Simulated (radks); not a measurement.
Effect of the nuclear size on neutral iridium, [Xe] 4f14 5d7 6s2. Calculated with a radial shooting solver on a logarithmic mesh with Libxc functionals: Dirac Kohn-Sham, PBE, spin-unpolarised, spherical densities, finite nucleus; open shells are shared between the two j in proportion to 2j + 1; Fermi nuclear charge, rms radius 5.4032 fm. The rms radius is varied about that value; shifts are against it.

rms radius (fm),total energy shift (eV),density at nucleus (e/bohr^3),1s1/2 shift (meV),2s1/2 shift (meV),4p1/2 shift (meV),5s1/2 shift (meV),5p1/2 shift (meV),6s1/2 shift (meV),6p1/2 (empty) shift (meV)
4.4684,-25.4,1.956e+06,-10200,-1480,-0.602,-15.1,0.669,-1.04,0.314
5.1492,-7.21,1.854e+06,-2900,-421,-0.173,-4.26,0.189,-0.295,0.089
5.4032,0,1.821e+06,0.000,0.000,0.000,0.000,0.000,0.000,0.000
5.6139,6.14,1.795e+06,2470,358,0.149,3.63,-0.161,0.252,-0.076
6.7324,41.1,1.675e+06,16600,2400,1.02,24.3,-1.07,1.68,-0.507

Slopes of the eigenvalues against <r^2> in GHz/fm^2, as finite differences over the two radii next to the reference (eigenvalue slopes, not the field-shift constants of lines): 1s1/2 260000, 2s1/2 37700, 4p1/2 15.5, 5s1/2 382, 5p1/2 -16.9, 6s1/2 26.4, 6p1/2 (empty) -7.96.
